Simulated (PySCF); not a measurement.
C2H7FOSi2, SMILES [SiH2]([Si@H](C=C)F)O.

Coordinates come from a ωB97X-D3(BJ)/def2-SVP optimisation. The structure was generated by enumeration; whether it is a known compound was not checked. The values are those of a single conformer.

These are SMD-PBE0/6-31G* (PySCF) values and carry that method's errors.

Solvation free energies are E(SMD) − E(gas) at the gas-phase geometry, for 1 M in both phases. In vacuum the dipole moment is 1.41 D.

Computed solvation free energies in water, 2-propanol, ethanol:
```tsv
solvent	ΔG(solv) (kcal/mol)	its non-electrostatic (CDS) part	dipole (D)
water	-2.8	5.3	1.81
2-propanol	-6.1	1.0	1.73
ethanol	-6.1	1.3	1.76
```
